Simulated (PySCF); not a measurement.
Be (beryllium, neutral) across methods

[He] 2s2, closed-shell 1S. All numbers are calculated (PySCF 2.14, no relativity, point nucleus, in cc-pVTZ).

```tsv
method	E (hartree)	mean ε 1s (eV)	mean ε 2s (eV)	Σ⟨r²⟩ (bohr²)	⟨S²⟩
BHandHLYP	-14.6636	-118.07	-7.235	16.89	0.000
r2SCAN	-14.6482	-108.64	-5.750	17.03	0.000
PBEsol	-14.5314	-105.36	-5.547	17.00	0.000
TPSSh	-14.6696	-109.94	-6.086	16.76	0.000
UHF	-14.57287	-128.78	-8.415	17.31	0.000
LDA	-14.4463	-104.80	-5.602	17.08	0.000
PBE	-14.6287	-106.15	-5.612	16.85	0.000
TPSS	-14.6708	-107.78	-5.747	16.75	0.000
```

Estimate the same row for PBE0.

E (hartree) = -14.6359; mean ε 1s (eV) = -111.95; mean ε 2s (eV) = -6.496; Σ⟨r²⟩ (bohr²) = 16.82; ⟨S²⟩ = 0.000.
